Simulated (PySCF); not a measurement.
## Nuclear quadrupole coupling in `C#CC(=O)OC1CCC1`

C7H8O2.
Geometry (GFN2-xTB, Å), atoms numbered from 1 in this order:
```
atom  x, y, z in Å
C1     4.1278   -0.8300   -0.3767
C2     3.1349   -0.2777    0.0073
C3     1.9843    0.4443    0.5015
O4     2.0561    1.4659    1.1336
O5     0.8589   -0.1853    0.1566
C6    -0.3790    0.3791    0.5648
C7    -1.3795    0.6217   -0.5764
C8    -2.4477   -0.1356    0.2280
C9    -1.3558   -0.6276    1.1911
H10    4.9883   -1.3258   -0.7195
H11   -0.1844    1.2605    1.1817
H12   -1.5881    1.6622   -0.8119
H13   -1.0801    0.0981   -1.4814
H14   -2.9866   -0.9090   -0.3126
H15   -3.1629    0.5279    0.7077
H16   -1.0453   -1.6506    0.9914
H17   -1.5480   -0.5062    2.2544
```

Field gradients from the PBE0/pcSseg-1 density (PySCF, non-relativistic), principal values in atomic units, ordered |Vxx| ≤ |Vyy| ≤ |Vzz|:

```json
{"atom": "O4", "Vxx": "0.6960", "Vyy": "0.9018", "Vzz": "-1.5978"}
{"atom": "O5", "Vxx": "-0.5534", "Vyy": "-1.0960", "Vzz": "1.6494"}
```

Task: Find the asymmetry η = (Vxx − Vyy)/Vzz and the couplings χ = eQV/h (234.96 MHz × Q in barn × V in au), with Q(17O) = −0.0256 b.

Result: 
```
atom                 environment  nucleus     η  χzz (MHz)  χxx (MHz)  χyy (MHz)
  O4       ester carbonyl oxygen      17O  0.13       9.61      -4.19      -5.42
  O5  ester single-bonded oxygen      17O  0.33      -9.92       3.33       6.59
```

The tensor is traceless: Vxx + Vyy + Vzz = 0.

Task: What is Vzz at O5 in SI units (1 au = 9.71736 × 10²¹ V/m²)?

Result: 1.6494 au = 16.028 × 10²¹ V/m².

Task: And the gradient at the other heavy atoms, for which no coupling is worked out here?

Result: 
```tsv
atom	environment	Vzz (au)	η
C1	terminal alkyne carbon	-0.330	0.52
C2	alkyne carbon	-0.248	0.13
C3	ester carbonyl carbon	0.312	0.92
C6	sp3 carbon bound to oxygen	0.484	0.22
C7	four-membered-ring carbon	-0.082	0.69
C8	four-membered-ring carbon	-0.076	0.37
C9	four-membered-ring carbon	-0.082	0.69
```

Task: What couplings would deuterons (Q(2H) = 0.00286 b) have in place of the hydrogens, at this geometry?

Result: 
| atom | bonded to | bond length (Å) | Vzz (au) | η | χzz (kHz) |
| --- | --- | --- | --- | --- | --- |
| H10 | C1 | 1.051 | 0.3897 | 0.02 | 262 |
| H11 | C6 | 1.093 | 0.2824 | 0.09 | 190 |
| H12 | C7 | 1.087 | 0.3150 | 0.00 | 212 |
| H13 | C7 | 1.088 | 0.3118 | 0.01 | 209 |
| H14 | C8 | 1.087 | 0.3159 | 0.00 | 212 |
| H15 | C8 | 1.087 | 0.3142 | 0.01 | 211 |
| H16 | C9 | 1.087 | 0.3118 | 0.01 | 210 |
| H17 | C9 | 1.087 | 0.3147 | 0.01 | 211 |

One conformer (not necessarily the lowest) at the GFN2-xTB geometry, without solvent, vibrations or thermal averaging. GFN2-xTB bond lengths can be off by several hundredths of an ångström, more for odd bonds, and the gradients follow them. These gradients aren't converged with respect to the basis.
